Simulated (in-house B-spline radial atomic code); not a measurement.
Values are calculated unless marked as measured or tabulated.
**Stopping of slow ions oscillates with Z: K to Ga at r_s = 1.8**

A nucleus sits in a uniform electron gas with a rigid positive background. The Kohn-Sham equations are solved self-consistently in the spin-unpolarised LDA (PW92), non-relativistic, on B-splines with outgoing waves at the boundary and partial waves to l = 8. The model has no lattice, no bands and no magnetic solution. Atomic units; δ_l are the phase shifts at the Fermi level, counted so that each bound state adds π, and good to about 0.0005.

The density parameter is r_s = 1.8 bohr. The friction coefficient Q = n k_F σ_tr gives dE/dx = Q v for slow ions.

| ion | δ0/π | δ1/π | δ2/π | δ3/π | σ_tr (bohr²) | Q (a.u.) |
| --- | --- | --- | --- | --- | --- | --- |
| K | 2.528 | 1.750 | 0.308 | 0.019 | 46.60 | 2.0339 |
| Ca | 2.584 | 1.805 | 0.366 | 0.018 | 52.13 | 2.2752 |
| Sc | 2.633 | 1.850 | 0.433 | 0.016 | 56.08 | 2.4475 |
| Ti | 2.676 | 1.887 | 0.505 | 0.014 | 56.56 | 2.4686 |
| V | 2.713 | 1.917 | 0.581 | 0.013 | 52.42 | 2.2880 |
| Cr | 2.748 | 1.945 | 0.658 | 0.012 | 44.00 | 1.9203 |
| Mn | 2.783 | 1.971 | 0.735 | 0.013 | 33.09 | 1.4444 |
| Fe | 2.819 | 1.999 | 0.809 | 0.014 | 22.26 | 0.9715 |
| Co | 2.859 | 2.032 | 0.877 | 0.016 | 13.71 | 0.5984 |
| Ni | 2.907 | 2.073 | 0.938 | 0.018 | 8.56 | 0.3735 |
| Cu | 2.965 | 2.124 | 0.991 | 0.022 | 6.64 | 0.2899 |
| Zn | 3.029 | 2.186 | 1.034 | 0.025 | 7.30 | 0.3187 |
| Ga | 3.097 | 2.256 | 1.073 | 0.028 | 9.96 | 0.4347 |

(1) Where are the largest and smallest frictions, and what do the phase shifts say there?

(2) At equal speed, Lindhard and Scharff's formula, with silicon as an example target, scales as Z^(7/6)/(Z^(2/3) + 14^(2/3))^(3/2). How does its rise from the first ion to the last compare?

Results:

(1) Largest: Ti, Q = 2.4686; smallest: Cu, Q = 0.2899, a ratio of 8.5. For the largest δ2/π = 0.51: the d resonance is about half filled and sits at the Fermi level, where it scatters most. For the smallest the differences δ_l − δ_(l+1), measured from the nearest multiple of π, are 0.16π, 0.13π, 0.03π; σ_tr grows with the sines of these.

(2) It rises smoothly by 0.8852/0.6676 = 1.33, while Q changes by 0.435/2.034 = 0.21. The statistical formula averages over shells, so it can't show the oscillation.
